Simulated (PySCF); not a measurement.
Shapes and spin states of Mg₃O⁺

These are results of B3LYP/[O def2-SVP, Mg def2-SVP], no relativity, density fitting, PySCF, not measurements.

Relaxations began from a few typed shapes and spin states; open shells are unrestricted. The search is not exhaustive: other isomers or separated fragments can lie lower, and high-lying points may rest on an excited occupation.

```
               spin  group                                                bonds                                                                                       angles  imaginary modes (cm⁻¹)  ΔE (kJ/mol)  ΔE with ZPE (kJ/mol)
doublet (⟨S²⟩ 1.28)    C2v  Mg–Mg 3.212 Å (×2), O–Mg 1.903 Å, O–Mg 1.916 Å (×2)  Mg–Mg–Mg 65.8°, Mg–Mg–O 32.6° (×2), Mg–Mg–O 32.9° (×2), Mg–O–Mg 114.5° (×2), Mg–O–Mg 131.0°                    none          0.0                   0.0
            quartet    D3h                Mg–Mg 3.337 Å (×3), O–Mg 1.927 Å (×3)                                 Mg–Mg–Mg 60.0° (×3), Mg–Mg–O 30.0° (×6), Mg–O–Mg 120.0° (×3)                    none         36.8                  37.5
```

The lowest minimum found is the doublet (⟨S²⟩ 1.28) C2v: Mg–Mg 3.212 Å (×2), O–Mg 1.903 Å, O–Mg 1.916 Å (×2); Mg–Mg–Mg 65.8°, Mg–Mg–O 32.6° (×2), Mg–Mg–O 32.9° (×2), Mg–O–Mg 114.5° (×2), Mg–O–Mg 131.0°.

For the lowest minimum: the determinant is spin-contaminated (⟨S²⟩ = 1.28, pure value 0.75).
